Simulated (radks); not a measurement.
The chromium ion Cr12+, [Ne] 3s2. Calculated with a radial shooting solver on a logarithmic mesh with Libxc functionals: non-relativistic Kohn-Sham, exchange-only PBE, spin-polarised, spherical densities, point nucleus. Every spin shell is full or empty, so the densities are truly spherical. Functionals are evaluated on that one density, not self-consistently. Rank these exchange functionals by their error against the exact value of the orbitals, and give that value: LDA, PBE, revPBE, OPTX, WC, AM05, SOGGA, B86b, G96, EV93, r2SCAN.

Answer. Exact: -38.4340 hartree. From best to worst, with 100 (|E| - |E exact|)/|E exact| (equal figures are ties): B86b +0.06, OPTX +0.09, G96 +0.11, r2SCAN -0.11, revPBE -0.14, PBE -0.56, EV93 +1.17, WC -1.59, SOGGA -3.51, AM05 -6.89, LDA -7.89.
